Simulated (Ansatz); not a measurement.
A nudged elastic band was laid between two geometries of BrH + F4H2NTa (10 atoms, charge 0, multiplicity 1).

Method: Ansatz, RHF/def2-SVP.

```
movable images  : 7
climbing image  : yes
spring          : 5.0 eV/Å²
optimiser       : quadratic models (default)
start path      : through a guess of the saddle point
force threshold : 0.05 eV/Å
iteration limit : 60
end points      : relaxed
```

Initial state:

```xyz
10
Properties=species:S:1:pos:R:3
Ta -0.245 0.144 -0.064
F 1.553 -0.035 0.456
F -0.733 0.436 1.731
F 0.234 -0.231 -1.846
F -1.048 1.748 -0.582
N -1.360 -1.443 -0.068
H -1.882 -1.761 0.730
H -1.453 -2.059 -0.858
Br 2.765 -3.242 1.476
H 2.810 -1.861 1.194
```

Final state:

```xyz
10
Properties=species:S:1:pos:R:3
Ta 0.031 -0.685 0.180
F 2.184 0.369 0.577
F -0.374 -0.307 1.979
F 0.619 -0.999 -1.580
F -0.187 1.130 -0.234
N -1.676 -1.511 -0.137
H -2.399 -1.598 0.557
H -1.954 -1.902 -1.021
Br 1.561 -2.602 0.976
H 2.837 -0.198 0.871
```

(1) What changes between the two ends?

(2) What energy profile does the band end with?

(3) What is the geometry of the highest image?

(4) What are the harmonic wavenumbers there?

Results:

(1) Bonds broken: Br9–H10. Bonds formed: Ta1–Br9, F2–H10. BrH + F4H2NTa becomes BrF4H3NTa.

(2) The run converged. The highest image is number 5 of 0 to 8, 1.00 eV above the first end and 0.84 eV above the last; the last end lies 0.16 eV above the first. A vibrational analysis at the climbing image gives one clearly imaginary mode, 1278i cm⁻¹: a first-order saddle point. The orbitals stay closed-shell, which can raise the energy where a bond breaks towards radicals; this wasn't checked here.

```tsv
image	path coordinate (Å)	energy (eV)	Br9–H10 (Å)	Ta1–Br9 (Å)	F2–H10 (Å)
0	0.00	0.00	1.41	4.78	2.34
1	0.54	0.02	1.41	4.31	2.33
2	1.09	0.10	1.41	3.89	2.31
3	1.63	0.21	1.41	3.50	2.21
4	2.18	0.43	1.42	3.15	1.84
5	2.72	1.00	1.62	2.89	1.23
6	3.15	0.47	2.04	2.72	0.96
7	3.58	0.22	2.41	2.61	0.92
8	4.01	0.16	2.72	2.58	0.91
```

(3) 
```xyz
10
Properties=species:S:1:pos:R:3:forces:R:3
Ta 0.031 -0.348 0.122 0.00 0.01 0.01
F 1.976 0.284 0.499 0.00 -0.01 -0.01
F -0.306 -0.159 1.956 0.00 0.00 0.00
F 0.596 -0.813 -1.605 0.00 0.00 0.00
F -0.594 1.332 -0.346 0.00 0.00 0.00
N -1.497 -1.526 -0.051 0.02 0.01 -0.02
H -2.116 -1.773 0.703 0.00 0.00 0.01
H -1.704 -2.058 -0.879 -0.01 0.00 0.01
Br 1.895 -2.394 0.968 0.00 0.00 0.00
H 2.360 -0.848 0.801 0.00 0.00 0.00
```

(4) 1278i, 89, 103, 128, 159, 168, 203, 234, 234, 265, 415, 451, 552, 662, 693, 706, 713, 736, 776, 867, 1395, 1640, 3749, 3849 cm⁻¹.

The run took 3.1 min on 4 threads of Intel(R) Xeon(R) 6975P-C (Granite Rapids), with other jobs on the host, peak memory 0.51 GiB.
